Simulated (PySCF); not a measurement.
Choosing a molecule for a target property.

All species are isolated and taken at one optimised geometry, non-relativistic unless stated; the electronic structure was computed with PySCF and density fitting.

The conformers computed, where there is a choice (atom-mapped SMILES and torsion angles):
- `[N:1]#[C:2][CH2:3][NH2:4]`: H–N4–C3–C2 68°, H–N4–C3–C2 -174°
- `[CH3:1][O:2][CH:3]([F:4])[F:5]`: C1–O2–C3–F4 69°
- `[CH3:1][c:2]1[cH:3][n:4][n:5]([CH:6]([CH3:7])[CH3:8])[n:9]1`: N4–N5–C6–C7 -59°

(1) Wanted: smallest rotational constant between 2 GHz and 4 GHz (PBE0-D3(BJ)/def2-SVP) and HOMO energy above -9.5 eV (CAM-B3LYP/def2-SVPD), at PBE0-D3(BJ)/def2-SVP geometries. Which candidate meets both?
A. `C[CH2][GaH2]`
B. `C(#N)CN`
C. `COC(F)F`
D. `B[N]([SiH3])[GeH3]`
E. `[H][Si]([H])(C)C`
F. `c1(C)nn(C(C)C)nc1`

(2) Wanted: electronic spatial extent ⟨r²⟩ about the centre of nuclear charge between 360 bohr² and 400 bohr² (CAM-B3LYP/def2-SVPD) and lowest singlet excitation above 8.4 eV (TDDFT CAM-B3LYP/def2-SVPD), at PBE0-D3(BJ)/def2-SVP geometries. Which candidate meets both?
A. `COC(F)F`
B. `NCC#N`
C. `C[CH2][GaH2]`
D. `C[SiH2]C`

(3) Wanted: vertical ionisation energy between 9.4 eV and 10 eV (ΔSCF CAM-B3LYP/def2-SVPD) and lowest triplet excitation (Tamm–Dancoff) below 4.6 eV (TDA CAM-B3LYP/def2-SVPD), at PBE0-D3(BJ)/def2-SVP geometries. Which candidate meets both?
A. `B[N]([SiH3])[GeH3]`
B. `C(#N)CN`
C. `COC(F)F`
D. `Cc1cnn(C(C)C)n1`
E. `C[CH2][GaH2]`

Results:

(1) A. Computed values:
```
           species  smallest rotational constant  HOMO energy
 c1(C)nn(C(C)C)nc1                     0.971 GHz     -8.45 eV
B[N]([SiH3])[GeH3]                     1.570 GHz     -9.65 eV
           COC(F)F                     3.104 GHz    -10.50 eV
      C[CH2][GaH2]                     3.250 GHz     -8.88 eV
           C(#N)CN                     4.323 GHz     -9.38 eV
  [H][Si]([H])(C)C                     4.841 GHz    -10.23 eV
```

(2) A. Computed values:
```
     species  electronic spatial extent ⟨r²⟩ about the centre of nuclear charge  lowest singlet excitation
       NCC#N                                                          297 bohr²                    6.47 eV
    C[SiH2]C                                                          331 bohr²                    8.34 eV
     COC(F)F                                                          394 bohr²                    8.51 eV
C[CH2][GaH2]                                                          420 bohr²                    4.75 eV
```

(3) E. Computed values:
```
           species  vertical ionisation energy  lowest triplet excitation (Tamm–Dancoff)
   Cc1cnn(C(C)C)n1                     9.09 eV                                   4.75 eV
      C[CH2][GaH2]                     9.78 eV                                   4.41 eV
B[N]([SiH3])[GeH3]                    10.28 eV                                   5.90 eV
           C(#N)CN                    10.59 eV                                   6.13 eV
           COC(F)F                    11.68 eV                                   8.29 eV
```
